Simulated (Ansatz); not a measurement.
Consider the cleavage of the Si–B bond: `C[Se]B[SiH3]` + `N=C(N)[SeH]` → `N=C(N)[Se][SiH3]` + `B[Se]C`.

Computed with Ansatz on PBE0-D4/def2-TZVP structures; ΔE is electronic, products minus reactants. CCSD(T)/CBS is the MP2 limit (def2-TZVPP, def2-QZVPP) plus CCSD(T) − MP2 in def2-TZVPP, frozen cores. DFT in def2-TZVPP. For Se outer-core shells are correlated without core-valence functions, which leaves a few kJ/mol of doubt a bond. Scalar relativity is left out up to krypton. One conformer a species, not always the lowest.

Problem. Is it downhill or uphill in electronic energy at CCSD(T)/CBS, and by how much? (Estimate.)

Solution. Computed: Downhill: ΔE = -16.8 kcal/mol.

Problem. What do these levels give: ωB97X-V, PBE0, MP2/def2-TZVPP, CCSD(T)/def2-TZVPP, HF/def2-QZVPP, MP2/CBS(def2)? (Estimate.)

Solution. The calculation gave: ωB97X-V -16.2, PBE0 -15.1, MP2/def2-TZVPP -18.0, CCSD(T)/def2-TZVPP -15.7, HF/def2-QZVPP -17.9, MP2/CBS(def2) -19.1 kcal/mol.

Largest T1 diagnostic among the species: 0.014.

From PBE to PBE0 (25 % exact exchange), in def2-TZVPP and without D4, ΔE moves by −1.1 kcal/mol. The D4 term adds −0.9 kcal/mol with B3LYP and −0.5 kcal/mol with PBE0; it sums over pairs of atoms, weighted by their polarisabilities, and B3LYP, whose exchange is more repulsive, gets the larger term.

B3LYP here is the variant with VWN-RPA as its local correlation; programs differ in this.
